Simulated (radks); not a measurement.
The numbers below are computed, except where a source is named.
Problem. The mean radii <r> (bohr) of the occupied orbitals of an atom or ion are listed with their occupations. Level of theory: scalar-relativistic Kohn-Sham, r2SCAN, spin-polarised, spherical densities, finite nucleus; meta-GGA in the generalised Kohn-Sham scheme; Fermi nuclear charge, rms radius of each element as measured or else 0.836 A^(1/3) + 0.57 fm (a radial shooting solver on a logarithmic mesh with Libxc functionals).

orbital  occ.      <r>
1s up       1  0.04410
1s down     1  0.04410
2s up       1   0.1942
2s down     1   0.1941
2p up       3   0.1696
2p down     3   0.1697
3s up       1   0.5044
3s down     1   0.5053
3p up       3   0.4974
3p down     2   0.4983

Name the element and its charge. Open shells, if any, are filled with parallel spins first.

Solution. Z = 34, selenium, charge +17: Se17+ in [Ne] 3s2 3p5. The 1s radius gives Z: for a bare nucleus <r> = (2 gamma + 1)/(2Z) with gamma = sqrt(1 - (Z/c)^2), 0.0432 bohr for Z = 34, and screening makes it slightly larger (0.04410 here). The occupations add up to 17, and the charge is Z minus that.
